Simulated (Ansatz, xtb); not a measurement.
# A geometry optimisation of AsH5InSi with r2SCAN-D4/def2-SVP

The starting geometry of this gas-phase doublet was built from a drawn formula by distance geometry and a force field; its bonds are those of `[SiH]1[AsH2+][InH2-]1`.

```yaml
atoms:
  - { symbol: As, position_ang: [-0.5163, 1.6786, 1.8385] }
  - { symbol: In, position_ang: [-0.7961, -0.8671, 2.4430] }
  - { symbol: Si, position_ang: [-1.3047, 0.1750, 0.2685] }
  - { symbol: H, position_ang: [-2.7514, 0.2637, 0.1341] }
  - { symbol: H, position_ang: [-1.7308, 2.4656, 1.3723] }
  - { symbol: H, position_ang: [0.6430, 1.9098, 0.6848] }
  - { symbol: H, position_ang: [0.7758, -1.8050, 2.5418] }
  - { symbol: H, position_ang: [-2.2576, -1.2214, 3.4848] }
```

Predict what becomes of its bonds when it is optimised with r2SCAN-D4/def2-SVP.

A bond breaks, leaving `[AsH2][SiH][InH2]`. Contacts that open: As1–In2 (2.63 → 4.30 Å).

The energy falls by 1.75 eV over 22 steps:

```json
{"step": "1", "E − E(last) (eV)": "1.752"}
{"step": "3", "E − E(last) (eV)": "0.468"}
{"step": "6", "E − E(last) (eV)": "0.267"}
{"step": "8", "E − E(last) (eV)": "0.178"}
{"step": "10", "E − E(last) (eV)": "0.122"}
{"step": "13", "E − E(last) (eV)": "0.021"}
{"step": "15", "E − E(last) (eV)": "0.004"}
{"step": "17", "E − E(last) (eV)": "0.001"}
{"step": "20", "E − E(last) (eV)": "0.000"}
{"step": "22", "E − E(last) (eV)": "0.000"}
```

Final geometry (Å):

```xyz
8

As   -0.6428    2.5617    1.3019
In   -0.8984   -1.5535    2.5242
Si   -1.7372    0.4653    1.2415
H    -3.2110    0.7288    1.1414
H    -0.9543    2.8969   -0.1543
H     0.7175    1.9699    0.9536
H     0.7751   -1.6063    2.9493
H    -1.9868   -2.8634    2.8103
```

From the same start GFN2-xTB reaches the same bonding as this run.

The end wasn't checked by frequencies. Open shells are spin-unrestricted. Atoms past krypton carry core potentials, without spin–orbit terms. Run with Ansatz 0.2.0, 3.6 min on 2 threads of Arm Neoverse V2, on a shared host.
